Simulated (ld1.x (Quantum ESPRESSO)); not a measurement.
## Reading a pseudo-wave (magnesium (Mg))

Columns: radius, all-electron u(r) and pseudo u(r) of the 2p shell (level -46.66 eV) of magnesium in the configuration [He] 2s2 2p6 3s2 3p0; PBE, non-relativistic, PAW scheme, ld1.x (Quantum ESPRESSO) 7.5.

```tsv
r (bohr)	all-electron	pseudo
0.065	0.1535	0.0164
0.130	0.4308	0.0642
0.195	0.6937	0.1394
0.260	0.8979	0.2356
0.325	1.0368	0.3450
0.390	1.1169	0.4588
0.455	1.1494	0.5681
0.520	1.1458	0.6652
0.585	1.1167	0.7436
0.650	1.0702	0.7990
0.715	1.0127	0.8295
0.780	0.9490	0.8353
0.845	0.8824	0.8191
0.910	0.8154	0.7848
0.975	0.7496	0.7377
1.040	0.6863	0.6831
1.105	0.6262	0.6258
1.170	0.5697	0.5697
1.235	0.5170	0.5170
1.300	0.4681	0.4681
1.365	0.4232	0.4232
1.430	0.3819	0.3819
1.495	0.3441	0.3441
1.560	0.3097	0.3097
1.625	0.2784	0.2784
1.690	0.2501	0.2501
```

(1) How many radial nodes do the two functions have?

(2) At about which radius was the pseudo-wave matched?

(3) Is the pseudo-wave norm-conserving?

Results:

(1) The all-electron 2p function has n − l − 1 = 0; the pseudo-wave has 0.

(2) 1.25 bohr. The columns agree to 0.0005 from 1.10 bohr on; several derivatives are matched, so the curves merge somewhat inside the radius.

(3) No, it belongs to a PAW set: the norm inside the radius is not constrained, and the difference is carried by the augmentation charge.
